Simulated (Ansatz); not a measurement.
All values below come from frozen-core CCSD(T)/cc-pVTZ // B3LYP-D3(BJ)/def2-TZVP (Ansatz, a quantum-chemistry and plane-wave program). The geometry is that of the parent before the electron was removed.

Ansatz 0.2 input:
```yaml
crystal:
  periodic: [false, false, false]
  atoms:
    - { symbol: N, position_ang: [-0.777428, -0.302606, -0.016397] }
    - { symbol: C, position_ang: [0.39992, -0.072353, -0.002431] }
    - { symbol: S, position_ang: [1.960606, 0.077747, 0.008691] }
    - { symbol: H, position_ang: [-1.583098, 0.297212, 0.010137] }
basis:
  gaussian: { orbitals: cc-pVTZ }
correlation:
  method: ccsd_t
total_charge: 1
magnetization:
  spin_polarized: true
  initial_magnetization: 1
```

Output:

```
Functional definition: HF
632 factors; integrals over basis functions are off by at most 1.1e-3 eV
mean field evaluation 1: about -13332.6755 eV, gradient 3.1e1 eV
mean field evaluation 2: about -13332.6840 eV, gradient 3.1e1 eV
mean field evaluation 4: about -13337.1615 eV, gradient 3.9e0 eV
mean field evaluation 8: about -13337.4807 eV, gradient 5.8e-1 eV
mean field evaluation 16: about -13337.5031 eV, gradient 2.9e-6 eV
mean field evaluation 32: about -13337.0850 eV, gradient 4.0e-4 eV
mean field evaluation 64: about -13337.0850 eV, gradient 3.6e-4 eV
mean field evaluation 96: about -13333.5708 eV, gradient 2.7e1 eV
mean field evaluation 128: about -13332.1821 eV, gradient 6.1e0 eV
mean field evaluation 160: about -13337.2467 eV, gradient 3.4e0 eV
mean field -13337.50309289 eV, -490.1441981793 hartree, gradient 2.9e-6 eV, S^2 0.943614; 6 other end points of the search recorded, 0 dependent functions left out
determinant -13337.50309289 eV, -490.1441981793 hartree, with singles and doubles -13350.90247719 eV, -490.6366164701 hartree
determinant -13337.08497462 eV, -490.1288326165 hartree, with singles and doubles -13350.51577328 eV, -490.6224053634 hartree
determinant -13337.50309289 eV, -490.1441981793 hartree, with singles and doubles -13350.83718420 eV, -490.6342169970 hartree
determinant -13337.08497462 eV, -490.1288326165 hartree, with singles and doubles -13350.46143979 eV, -490.6204086445 hartree
7 core orbitals not correlated
reference -13337.50309289 eV, -490.1441981793 hartree; 8, 7 occupied and 93, 94 virtual orbitals, 632 factors
second order -12.38057342 eV of doubles, -0.00000000 eV of singles
cycle   1  -13.33408890 eV  change    2.4e-6 eV  update   2.5e-6
perturbative correction -0.73888245 eV, -0.0271534292 hartree
Total energy: -13351.57606423 eV, -490.6613703373 hartree
```

Cost: very roughly 90 core-seconds.
